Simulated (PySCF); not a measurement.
Geometry (Å), atoms numbered from 1 in this order:
```xyz
20

C    -3.6463   -0.3865    0.1959
C    -2.6422    0.1732    0.8648
C    -1.2551    0.0935    0.4747
C    -0.3014    0.7057    1.2239
C     1.1020    0.6870    0.9489
C     1.6575    0.0557   -0.1017
C     3.1367    0.0715   -0.4062
O     3.5739   -1.1217   -0.9994
O     0.9525   -0.6313   -1.0133
Si   -0.6848   -0.8397   -1.0459
H    -3.4762   -0.9471   -0.7074
H    -4.6663   -0.3014    0.5283
H    -2.8508    0.7308    1.7712
H    -0.5995    1.2549    2.1109
H     1.7562    1.2120    1.6274
H     3.7173    0.2139    0.5077
H     3.3407    0.9231   -1.0807
H     2.8570   -1.4346   -1.5680
H    -0.8725   -2.2918   -1.0070
H    -1.1039   -0.2649   -2.3274
```

Equivalent nuclei averaged, one computed conformer, no solvent model, non-relativistic. Structure optimised with GFN2-xTB; shielding tensors at PBE0/pcSseg-1 (GIAO); PySCF 2.14.0 with density-fitted response routines.

Scale: $^{13}$C (186.93 ppm) vs TMS (reference shieldings calculated alike).

Do the $^{13}$C shifts follow the atomic charges (in e)? Tabulate both.

Results:


```
atoms  hybridisation  δ (ppm)  σ para (ppm)  Hirshfeld    IAO  Mulliken  ESP-fitted
   C6            sp2    165.7          -232      +0.10  +0.22     +0.14       +0.23
   C2            sp2    149.9          -213      -0.05  -0.12     -0.12       -0.19
   C4            sp2    148.8          -214      -0.04  -0.11     -0.05       -0.01
   C3            sp2    126.3          -203      -0.11  -0.32     -0.43       -0.16
   C1            sp2    119.1          -189      -0.11  -0.33     -0.17       -0.39
   C5            sp2    103.1          -174      -0.10  -0.26     -0.14       -0.43
   C7            sp3     68.0          -126      -0.00  -0.06     +0.17       +0.09
```

Correlation coefficients of δ with charge over these carbons: Hirshfeld +0.33, IAO +0.38, Mulliken -0.10, ESP-fitted +0.24; with the paramagnetic shielding -0.99. Among the 6 sp2 carbons alone: Hirshfeld +0.84, IAO +0.84, Mulliken +0.62, ESP-fitted +0.91. With so few points, grouped by hybridisation, these coefficients are fragile. Charge is one influence among several: hybridisation and low-lying excitations act through the paramagnetic term.

Shifts are as computed. Against solution values, carbons near 30 ppm lie about +3 ppm off and those near 130 ppm about +5 ppm. Of 1309 compounds with measured shifts, 239 miss one by over three times the rms of a fit or turn the order of signals round; such compounds aren't used in these exercises.
